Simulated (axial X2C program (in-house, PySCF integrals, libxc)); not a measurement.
## Working with the constants of Se₂⁻

A bond curve at the CCSD(T) level, 2c, was computed with an in-house relativistic program for diatomic molecules (basis Se dyall-acv3z [9s10p7d5f1g] (cores contracted in-house)) for the state Ω = 3/2 (⟨Sz⟩ = 0.50, ⟨Lz⟩ = 1.00 at HF). Its fit gives Re = 2.3025 Å, ωe = 310.6 cm⁻¹, ωexe = 0.87 cm⁻¹ and αe = 2.927e-04 cm⁻¹; the masses are 79.9165 and 79.9165 u. Two-component means X2C with spin–orbit coupling and atomic mean-field Coulomb and Gaunt terms.

Correlated methods: 13 electrons correlated (number of frozen shells: Se 3 s, 2 p, 1 d), 291 virtual spin orbitals or spinors in MP2, 90 natural virtuals in coupled cluster.

Find the reduced mass, Be and the force constant.

From the CCSD(T) values: μ = 39.9582 u. Be = 16.8576/(μ Re²) = 0.07958 cm⁻¹. k = 5.8918×10⁻⁷ μ ωe² = 2.27 mdyn/Å.

Estimate the centrifugal constant by the Kratzer relation.

D = 4Be³/ωe² = 2.09e-08 cm⁻¹.

Where do the fundamental and the first overtone lie?

ν(1←0) = ωe − 2ωexe = 308.9 cm⁻¹; ν(2←0) = 2ωe − 6ωexe = 616.0 cm⁻¹.

A Morse curve ties αe to the other constants (Pekeris). How well does that hold?

αe(Morse) = 6Be²/ωe × (√(ωexe/Be) − 1) = 2.821e-04 cm⁻¹; the CCSD(T) curve gives 2.927e-04 cm⁻¹, a ratio of 0.96.

Estimate De from a Morse curve and compare with the computed well depth of 3.095 eV to Se- + Se.

De(Morse) = ωe²/(4ωexe) = 3.437 eV against 3.095 eV computed, a ratio of 1.11. For De the Morse form works well here.

The state is a single determinant with fixed occupations, the lowest that a limited PBE0 search found. Dissociation energies refer to the lowest single-determinant-based atoms at the same level and basis. CCSD and (T) use frozen natural virtuals with an MP2 correction for the truncation; (T) itself is uncorrected, so its De runs slightly low.
